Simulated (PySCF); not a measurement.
C3H11FSi3.
Numbering: `[F:1][C@H:2]1[SiH2:3][CH2:4][CH2:5][SiH2:6][SiH2:7]1`

Geometry (GFN2-xTB, Å), atoms numbered from 1 in this order:
```xyz
18
C3H11FSi3 angstrom
F      1.227    0.013    2.186
C      1.642   -0.191    0.857
Si     0.629   -1.673    0.180
C     -1.211   -1.185    0.136
C     -1.570   -0.067   -0.850
Si    -0.899    1.657   -0.359
Si     1.391    1.478   -0.073
H      2.702   -0.450    0.934
H      1.129   -1.963   -1.169
H      0.814   -2.826    1.065
H     -1.787   -2.080   -0.118
H     -1.535   -0.896    1.138
H     -2.658   -0.012   -0.939
H     -1.200   -0.335   -1.843
H     -1.285    2.593   -1.428
H     -1.626    2.090    0.845
H      2.051    2.512    0.733
H      2.179    1.342   -1.309
```

NICS is the negative of the GIAO shielding at a point without a nucleus: at the ring centre (0) and 1 Å above and below it (1); zz is the component along the ring normal. Level: GIAO PBE0/pcSseg-1 (PySCF, non-relativistic, gas phase) on the GFN2-xTB geometry, one conformer.

Ring bond lengths (Å), with Mayer bond orders in brackets: C2–Si3 1.918 (0.86), Si3–C4 1.904 (0.92), C4–C5 1.533 (1.03), C5–Si6 1.914 (0.91), Si6–Si7 2.314 (0.91), Si7–C2 1.927 (0.86).

**Question.** Give the NICS values of each ring in ppm.

**Answer.** 
| ring | type | NICS(0) | NICS(1), two faces | NICS(1)zz, two faces | rms pucker (Å) | centre to ring atoms, mean (Å) |
| --- | --- | --- | --- | --- | --- | --- |
| C2–Si3–C4–C5–Si6–Si7 | 6-membered ring with 3 Si; formal bonds all single | -0.8 | -1.4 / -0.8 | 4.2 / 5.8 | 0.28 | 1.85 |

**Question.** What do they say, and how far can they be read as aromaticity?

**Answer.** 
- C2–Si3–C4–C5–Si6–Si7: mean NICS(1)zz 5.0 ppm, deshielded. C2, Si3, C4, C5, Si6, Si7 have four or more neighbours, and the NICS criterion for π rings isn't applied.
